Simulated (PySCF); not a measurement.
## Peak assignment

Structure with atom numbers: `[F:1][C:2]1=[C:3]([CH:4]([F:5])[F:6])[C@@H:7]2[CH:8]=[CH:9][C@H:10]1[O:11]2`; H(Xn) means a hydrogen on atom n.

Isolated molecule, no relativistic terms, one computed conformer. Shieldings: GIAO KT2/pcSseg-2; geometry from PBE0-D3(BJ)/def2-SVP; J couplings at B3LYP/pcJ-1 (spin–dipole term only in couplings to heteroatoms); PySCF.

Shifts are taken against calculated references (same method and geometry level): TMS for ¹³C, ¹H.

Problem. Assign these signals to the numbered atoms. ¹³C{¹H} NMR (computed): δ 189.8 (ddd, J = 393.3, 14.4, 10.3 Hz), 153.3, 143.5 (d, J = 1.5 Hz), 121.3 (ddd, J = 34.0, 25.3, 3.8 Hz), 115.0 (dd, J = 290.3, 286.4 Hz), 86.8 (dd, J = 4.7, 2.6 Hz), 86.0 (d, J = 21.7 Hz).

Solution. 
| δ (ppm) | atoms | environment | reason |
| --- | --- | --- | --- |
| 189.8 | C2 | fully substituted alkene carbon | – |
| 153.3 | C8 | alkene CH | the olefinic region |
| 143.5 | C9 | alkene CH | – |
| 121.3 | C3 | fully substituted alkene carbon | as expected for a trigonal carbon in a double bond |
| 115.0 | C4 | allylic sp3 CH bonded to 2 F | 2 electronegative neighbours deshield it |
| 86.8 | C7 | allylic sp3 CH bonded to O | deshielded by the electronegative neighbour |
| 86.0 | C10 | allylic sp3 CH bonded to O | – |

C7 and C10 lie closer than the usual error of such a calculation, so a measured spectrum could show them in the other order.

Problem. Assign these signals to the numbered atoms. ¹H NMR (600 MHz, computed): δ 7.63 (ddd, J = 6.5, 2.1, 1.3 Hz, 1H), 7.31 (dd, J = 6.5, 2.3 Hz, 1H), 6.70 (dd, J = 62.7, 61.4 Hz, 1H), 5.65 (m, 1H), 4.92 (m, 1H).

Solution. 
7.63 → H(C8), hydrogen on an alkene CH: attached to an sp2 carbon and in the plane of the double bond
7.31 → H(C9), hydrogen on an alkene CH
6.70 → H(C4), hydrogen on an allylic sp3 CH bonded to 2 F: its carbon carries F, which withdraws density
5.65 → H(C7), hydrogen on an allylic sp3 CH bonded to O: its carbon carries O, hence the downfield position
4.92 → H(C10), hydrogen on an allylic sp3 CH bonded to O

C–F couplings over four or more bonds (about 3 Hz to the para carbon of a fluoroarene) are left out. Common functionals overestimate the size of one-bond C–F couplings by tens of Hz; these are unscaled. Splittings below 1 Hz are ignored in the labels, and close J values are merged. Unscaled 3J(H,H) at this level run about 10 % above measured values. Shifts are as computed. Against solution values, carbons near 30 ppm lie about +3 ppm off and those near 130 ppm about -1 ppm (rms about the fit 2.6 ppm; single classes can miss by 10 ppm). Of 1328 compounds with measured shifts, 309 miss one by over three times the rms of a fit or turn the order of signals round; such compounds aren't used in these exercises. Signals without a measured value on file couldn't be tested in this way.
